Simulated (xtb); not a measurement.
Diatomic SnS, closed-shell singlet (the spin of the measured ground state). No spin–orbit coupling.

Seven points along R, fitted to fifth degree in 1/R; most abundant isotopes. Runs in def2 and cc sets follow the lowest solution found near the PBE0 minimum. The singlet is held restricted.

Programs: xtb for the GFN methods. 

Energies at GFN2-xTB:

```csv
R (Å),E (hartree)
2.049268,-5.39139117
2.104356,-5.40312825
2.155037,-5.40921333
2.212328,-5.41203212
2.269620,-5.41161653
2.335725,-5.40817247
2.412848,-5.40126547
```

Q: With a reduced mass of 25.2414 u, find the minimum, the force constant and the constants.

A: A fifth-degree polynomial in 1/R puts the minimum at r_e = 2.2319 Å with force constant 386 N/m. Then ω_e = (1/2πc)√(k/μ) = 509 cm⁻¹ and B_e = h/(8π²cμr_e²) = 0.1341 cm⁻¹; the cubic and quartic terms give α_e = 0.00059 and ω_e x_e = 1.2 cm⁻¹.
